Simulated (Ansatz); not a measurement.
Consider the silylene loss: `[OH][Ge]([OH])([OH])[SiH3]` → `[OH][GeH]([OH])[OH]` + `[SiH2]`.

Gas-phase electronic energies from Ansatz, PBE0-D4/def2-TZVP geometries. CCSD(T)/CBS adds triple-zeta CCSD(T) − MP2 to the extrapolated MP2 energy (def2 sets, frozen cores). This one scheme is used for every species. DFT in def2-TZVPP. B3LYP here is the variant with VWN-RPA as its local correlation; programs differ in this. For Ge outer-core shells are correlated without core-valence functions, which leaves a few kJ/mol of doubt a bond. Scalar relativity is left out up to krypton. One conformer a species, not always the lowest.

Task: Is it downhill or uphill in electronic energy at CCSD(T)/CBS, and by how much? (An estimate is asked.)

Result: Computed: Uphill: ΔE = +252.2 kJ/mol.

Task: What do these levels give: B3LYP-D4, ωB97M-V, MP2/def2-TZVPP, CCSD/def2-TZVPP, MP2/def2-QZVPP, CCSD/CBS(def2)? (Estimate.)

Result: The calculation gave: B3LYP-D4 252.3, ωB97M-V 245.9, MP2/def2-TZVPP 259.6, CCSD/def2-TZVPP 238.1, MP2/def2-QZVPP 264.5, CCSD/CBS(def2) 246.7 kJ/mol.

Largest T1 diagnostic among the species: 0.014.

The D4 term adds +13.2 kJ/mol with B3LYP and +7.4 kJ/mol with PBE0; it sums over pairs of atoms, weighted by their polarisabilities, and B3LYP, whose exchange is more repulsive, gets the larger term. From PBE to PBE0 (25 % exact exchange), in def2-TZVPP and without D4, ΔE moves by +3.7 kJ/mol. In def2-TZVPP, CCSD(T) changes the Hartree–Fock value by +20.4 kJ/mol (the triples alone add +5.5 kJ/mol) and MP2 by +36.4 kJ/mol.
